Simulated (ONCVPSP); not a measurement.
**Ru: excitation energies, all-electron against ONCV**

```
Element                 : ruthenium
Generator               : ONCVPSP 4.0.1
Type                    : optimised norm-conserving Vanderbilt (ONCV)
Functional              : PBE
Relativity              : scalar-relativistic
Frozen core             : [Ar] 3d10
Valence charge          : 16
Reference configuration : 4s2 4p6 4d7 5s0.75 (charge +0.25)
Partial waves           : 4s+5s: rc 2.00 bohr, ncon 4, nbas 8, qcut 5.6 1/bohr, 2 projectors; 4p: rc 1.70 bohr, ncon 4, nbas 8, qcut 9.5 1/bohr, 3 projectors, debl 2.7 Ha; 4d: rc 1.70 bohr, ncon 4, nbas 8, qcut 11 1/bohr, 2 projectors, debl 1.9 Ha
Local potential         : polynomial inside 1.50 bohr (lpopt 5, dvloc0 0 Ha)
Core correction         : Teter function, fcfact 3, rcfact 1.4
```

Energies are relative to the spin-unpolarised reference configuration 4s2 4p6 4d7 5s0.75; without spin polarisation the order of configurations can differ from experiment.

```json
{"valence configuration": "4s2 4p6 4d7 5s0", "charge": "+1", "ΔE all-electron (eV)": "6.049", "error AE − PS (meV)": "-2.1"}
{"valence configuration": "4s2 4p6 4d7.5 5s0.5", "charge": "0", "ΔE all-electron (eV)": "-1.560", "error AE − PS (meV)": "-1.1"}
```

What are ΔE and the potential's error for 4s2 4p6 4d6 5s0?

ΔE = 24.236 eV all-electron; the error (AE − PS) is -1.5 meV.

What are ΔE and the potential's error for 4s2 4p6 4d7 5s1?

ΔE = -1.243 eV all-electron; the error (AE − PS) is +0.2 meV.

Levels in the configuration 4s2 4p6 4d7.5 5s0.5:

| level | all-electron (eV) | pseudo (eV) |
| --- | --- | --- |
| 4s | -74.902 | -74.921 |
| 4p | -45.007 | -45.013 |
| 4d | -4.116 | -4.115 |
| 5s | -3.799 | -3.800 |
